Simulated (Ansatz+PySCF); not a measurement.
A calculation with PySCF 2.14.0.

```python
from pyscf import gto, scf, cc

mol = gto.M(atom="""
Be 0.000000 0.000000 0.000000
Cl 1.138100 1.517470 3.285420
""", basis='sto-3g', charge=0, spin=1)
mf = scf.UHF(mol)
mf.kernel()
mycc = cc.CCSD(mf, frozen=5).run()
et = mycc.ccsd_t()
print(mf.e_tot, mycc.e_corr, et, mycc.e_tot + et)
```

The script is written out from the run's settings.

Results

| Item | Value |
| --- | --- |
| Converged | yes |
| Reference energy | -468.89431 hartree |
| CCSD correlation energy | -0.05178 hartree |
| Triples correction | 0.00000 hartree |
| Total energy | -468.94608 hartree |
| Spin squared of the determinant | 0.759 |

This is not the lowest solution: another run reaches a determinant 0.06 eV lower.
